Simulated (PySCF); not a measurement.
Isomers C9H11N:

A. `C1=CC=CC=C1NC1CC1`
B. `C=Cc1ccccc1NC`
C. SMILES C/C=C\Cc1ccncc1

Spectrum 1. 13C{1H} NMR (computed): δ 156.4 (C), 156.1 (CH), 137.8 (CH), 131.0 (CH), 128.7 (CH), 38.5 (CH2), 16.2 (CH3).

Spectrum 2. 13C{1H} NMR (computed): δ 153.1 (C), 134.8 (CH), 121.8 (CH), 116.0 (CH), 27.6 (CH), 9.6 (CH2).

Spectrum 3. 13C{1H} NMR (computed): δ 150.1 (C), 141.0 (CH), 135.4 (CH), 133.2 (CH), 128.6 (C), 122.1 (CH), 121.8 (CH2), 112.4 (CH), 31.9 (CH3).

- GFN2-xTB geometry
- σ from GIAO-PBE0/pcSseg-1
- run in PySCF 2.14
- single conformer, rapidly exchanging positions averaged, no solvent model, non-relativistic Hamiltonian

References, each an isolated molecule treated in the same way: 13C vs TMS. Shifts are as computed. Against solution values, carbons near 30 ppm lie about +3 ppm off and those near 130 ppm about +5 ppm. Of 1211 compounds with measured shifts, 218 miss one by over three times the rms of a fit or turn the order of signals round; such compounds aren't used in these exercises.

**Question.** Match each spectrum to its structure.

**Answer.** 1–C, 2–A, 3–B.

- Spectrum 1 (C): 7 13C signals; δC 156.1 is an aromatic CH next to a ring nitrogen; δC 137.8 is an alkene CH.
- Spectrum 2 (A): 6 13C signals; δC 153.1 is an aromatic carbon bearing nitrogen; δC 134.8 is an aromatic CH.
- Spectrum 3 (B): 9 13C signals; δC 150.1 is an aromatic carbon bearing nitrogen; δC 141.0 is an alkene CH.
